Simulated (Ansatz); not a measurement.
Total energies of C₃H₁₀FNSn, SMILES `C[N](C)[SnH]([CH3])[F]`.

```xyz
16

C    -1.435    0.688   -0.483
N    -0.424   -0.328   -0.638
C    -0.372   -0.867   -1.975
Sn    1.226   -0.291    0.495
C     0.753    0.316    2.469
F     2.400    1.112   -0.159
H    -1.467    1.055    0.547
H    -2.428    0.277   -0.712
H    -1.280    1.556   -1.143
H    -1.336   -1.321   -2.241
H    -0.146   -0.105   -2.738
H     0.389   -1.649   -2.051
H     2.097   -1.725    0.203
H    -0.095   -0.255    2.847
H     0.505    1.378    2.461
H     1.614    0.159    3.118
```

Charge 0, multiplicity 1. Correlated methods include outer-core shells of Sn, which these sets cover unevenly. Sn takes the def2 core potential. The geometry is a stationary point of PBE0-D4/def2-TZVP. It is one conformer, not always the lowest. Basis def2-TZVPP, Ansatz 0.2.0.

RPA on PBE orbitals: Hartree–Fock energy of these orbitals -486.71389 Eh, correlation -2.09334 Eh (frozen core).

```json
{"functional": "LDA (SPW92)", "energy without D4 (Eh)": "-486.79472", "D4 term (kJ/mol)": "–"}
{"functional": "PBE", "energy without D4 (Eh)": "-489.02701", "D4 term (kJ/mol)": "-34.3"}
{"functional": "revPBE", "energy without D4 (Eh)": "-489.31926", "D4 term (kJ/mol)": "-100.3"}
{"functional": "BLYP", "energy without D4 (Eh)": "-489.20932", "D4 term (kJ/mol)": "-73.6"}
{"functional": "r2SCAN", "energy without D4 (Eh)": "-489.30017", "D4 term (kJ/mol)": "-8.9"}
{"functional": "PBE0", "energy without D4 (Eh)": "-489.06242", "D4 term (kJ/mol)": "-29.3"}
{"functional": "B3LYP", "energy without D4 (Eh)": "-489.45053", "D4 term (kJ/mol)": "-54.7"}
{"functional": "r2SCANh", "energy without D4 (Eh)": "-489.27551", "D4 term (kJ/mol)": "-9.5"}
{"functional": "r2SCAN0", "energy without D4 (Eh)": "-489.24031", "D4 term (kJ/mol)": "-10.4"}
{"functional": "BHLYP", "energy without D4 (Eh)": "-489.14654", "D4 term (kJ/mol)": "-42.8"}
{"functional": "CAM-B3LYP", "energy without D4 (Eh)": "-489.23492", "D4 term (kJ/mol)": "-29.8"}
{"functional": "ωB97X-V", "energy without D4 (Eh)": "-489.26891", "D4 term (kJ/mol)": "–"}
{"functional": "ωB97M-V", "energy without D4 (Eh)": "-489.19697", "D4 term (kJ/mol)": "–"}
{"functional": "B2PLYP", "energy without D4 (Eh)": "-488.94546", "D4 term (kJ/mol)": "–"}
```

(1) Give the same for B97M-V, HSE06 (plane-wave form), LC-ωPBE, PBE-QIDH. (Estimate.)

B3LYP takes the VWN-RPA correlation (the form of Gaussian; ORCA's B3LYP/G). HSE06 is the plane-wave form, built on full-range PBE exchange. The double hybrids freeze the cores in their second-order part.

Answers

(1) Computed: 
```csv
functional,energy without D4 (Eh),D4 term (kJ/mol)
B97M-V,-489.32890,–
HSE06 (plane-wave form),-489.04595,-27.4
LC-ωPBE,-489.24992,–
PBE-QIDH,-488.83609,–
```

LC-ωPBE has ω = 0.4 bohr⁻¹.
